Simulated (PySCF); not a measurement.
Identify the unknown among the candidates.

All candidates are C2H9FSSi2.

| technique | computed result |
| --- | --- |
| Triplet | lowest triplet excitation (Tamm–Dancoff): 5.90 eV [TDA wB97X-D/def2-SVPD] |
| 13C NMR | chemical shifts (computed TMS as zero) by class: 88.0 (1 C), 12.6 (1 C) ppm [GIAO PBE0/pcSseg-1] |
| UV, strongest line | among the 8 lowest singlet transitions: S7 at 7.91 eV (157 nm, f = 0.042) [TDDFT wB97X-D/def2-SVPD] |
| Polarisability | 98.2 au [wB97X-D/def2-SVPD] |
| 1H NMR | chemical shifts (computed TMS as zero) by class: 5.21 (1 H), 5.16 (1 H), 5.09 (1 H), 5.08 (1 H), 4.14 (3 H), 0.47 (1 H), -0.09 (1 H) ppm [GIAO PBE0/pcSseg-1] |
| Rotational structure | rotational constants A, B, C: 2.532, 1.099, 0.846 GHz [GFN2-xTB] |

Gas-phase values; electronic properties from PySCF, density fitting. Levels stand in brackets. Isolated species at its GFN2-xTB geometry (one conformer only). NMR classes are plain means over equivalent atoms (diastereotopic ones count apart unless rotation or inversion swaps them), as if these changed places fast.

Task: Which candidate is it?
A. `FC[C@H]([SiH3])[SiH2]S`
B. `C[Si@@H](CF)S[SiH3]`
C. `CC[Si@@H](F)S[SiH3]`

Result: A. It is `FC[C@H]([SiH3])[SiH2]S`. Numbering: `[F:1][CH2:2][C@H:3]([SiH3:4])[SiH2:5][SH:6]`. Its formula, C2H9FSSi2, gives 0 degrees of unsaturation, so no ring and no π bond. 2 carbons fall into 2 classes; from least to most shielded: sp3 C–F carbon [C2] (88.0 ppm), sp3 carbon bound to silicon [C3] (12.6 ppm). Hydrogen classes from least to most shielded: 1 H on an SiH2 silicon, Si5 (5.21 ppm), 1 H on an sp3 C–F carbon, C2 (5.16 ppm), 1 H on an SiH2 silicon, Si5 (5.09 ppm), 1 H on an sp3 C–F carbon, C2 (5.08 ppm), 3 H on an SiH3 silicon, Si4 (4.14 ppm), 1 H on an sp3 carbon bound to silicon, C3 (0.47 ppm), 1 H on a sulfur bonded to Si and H, S6 (-0.09 ppm). The optimised geometry has point group C1 and is an asymmetric top.

The others, at the same levels:
- `CC[Si@@H](F)S[SiH3]` fails: its computed 13C shifts are 15.2 (1 C), 8.6 (1 C) ppm, 1H shifts are 5.52 (1 H), 4.74 (3 H), 1.31 (1 H), 1.23 (3 H), 0.83 (1 H) ppm and rotational constant A is 4.280 GHz (against 2.532 GHz).
- `C[Si@@H](CF)S[SiH3]` fails: its computed 13C shifts are 84.2 (1 C), -3.8 (1 C) ppm, 1H shifts are 5.18 (1 H), 4.94 (1 H), 4.87 (1 H), 4.69 (3 H), 0.31 (3 H) ppm and strongest line among the 8 lowest singlet transitions is S5 at 7.47 eV (166 nm, f = 0.066) (against S7 at 7.91 eV).

Each candidate is one conformer, not necessarily the lowest. The conformers computed, where there is a choice (atom-mapped SMILES and torsion angles):
- `[F:1][CH2:2][C@H:3]([SiH3:4])[SiH2:5][SH:6]`: F1–C2–C3–Si4 67°, C2–C3–Si5–S6 -169°, H–S6–Si5–C3 180°
- `[CH3:1][CH2:2][Si@@H:3]([F:4])[S:5][SiH3:6]`: C1–C2–Si3–F4 64°, C2–Si3–S5–Si6 -164°
- `[CH3:1][Si@@H:2]([CH2:3][F:4])[S:5][SiH3:6]`: C1–Si2–C3–F4 -172°, C1–Si2–S5–Si6 -166°
